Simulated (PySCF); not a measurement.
This script is equivalent to a calculation on As³⁺ (arsenic, charge +3).

```python
from pyscf import gto, scf, dft, mp, cc
import basis_set_exchange as bse
mol = gto.M(atom="As 0 0 0", charge=3, spin=0, symmetry="D2h",
            basis=gto.basis.parse(bse.get_basis("aug-cc-pVTZ-DK", elements=["As"], fmt="nwchem")),
            nucmod="G")
mf = scf.UHF(mol).sfx2c1e()
mf.irrep_nelec = {'Ag': (6, 6), 'B1g': (1, 1), 'B2g': (1, 1), 'B3g': (1, 1), 'B1u': (2, 2), 'B2u': (2, 2), 'B3u': (2, 2)}
mf.kernel()
```

**Question.** What total energy does it give?

**Answer.** -2256.99769 hartree (calculated).

**Question.** Which occupied shell lies highest, and where?

**Answer.** 4s, at -48.094 eV.
